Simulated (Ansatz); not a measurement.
`CC(C)[O][Sn][OH]` + `[F][Ge]([F])([Cl])[Cl]` → `CC(C)[O][Sn][F]` + `[OH][Ge]([F])([Cl])[Cl]`  (redistribution)

Calculated with Ansatz (gas phase, PBE0-D4/def2-TZVP geometries, no zero-point term in ΔE). CCSD(T)/CBS adds triple-zeta CCSD(T) − MP2 to the extrapolated MP2 energy (def2 sets, frozen cores). Functionals use def2-TZVPP. B3LYP here is the variant with VWN-RPA as its local correlation; programs differ in this. Elements past krypton have def2 core potentials. For Ge, Sn outer-core shells are correlated without core-valence functions, which leaves a few kJ/mol of doubt a bond. Scalar relativity is left out up to krypton. Each species was taken in one conformer, which may not be the lowest.

| level | ΔE (kJ/mol) | difference from CCSD(T)/CBS |
| --- | --- | --- |
| ωB97M-V | -36.0 | 0.1 |
| B2PLYP | -34.0 | 2.1 |
| PBE | -34.2 | 1.9 |
| r2SCAN | -35.0 | 1.1 |
| B3LYP | -34.7 | 1.4 |
| HF/def2-TZVPP | -35.0 | 1.1 |
| MP2/def2-TZVPP | -32.5 | 3.6 |
| CCSD/def2-TZVPP | -33.4 | 2.7 |
| CCSD(T)/def2-TZVPP | -32.9 | 3.2 |
| SCS-MP2/def2-QZVPP | -34.0 | 2.1 |
| CCSD(T)/CBS | -36.1 | 0 |

Largest T1 diagnostic among the species: 0.016.
